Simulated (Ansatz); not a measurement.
`CB([SiH3])BS` + `[CH3][AlH][SiH3]` → `[CH3][AlH][BH]S` + `CB([SiH3])[SiH3]`  (redistribution)

Gas-phase electronic energies from Ansatz, PBE0-D4/def2-TZVP geometries. CCSD(T)/CBS adds triple-zeta CCSD(T) − MP2 to the extrapolated MP2 energy (def2 sets, frozen cores). DFT in def2-TZVPP. B3LYP here is the variant with VWN-RPA as its local correlation; programs differ in this. One conformer a species, not always the lowest.

(1) Is it downhill or uphill in electronic energy at CCSD(T)/CBS, and by how much? (An estimate is asked.)

(2) What do these levels give: r2SCAN-D4, ωB97M-V, r2SCAN, B3LYP, MP2/def2-TZVPP, CCSD/CBS(def2)? (Estimate.)

Largest T1 diagnostic among the species: 0.014.

Answers

(1) The calculation gave: Uphill: ΔE = +41.0 kJ/mol.

(2) The calculation gave: r2SCAN-D4 46.7, ωB97M-V 41.1, r2SCAN 46.5, B3LYP 44.5, MP2/def2-TZVPP 42.7, CCSD/CBS(def2) 41.2 kJ/mol.
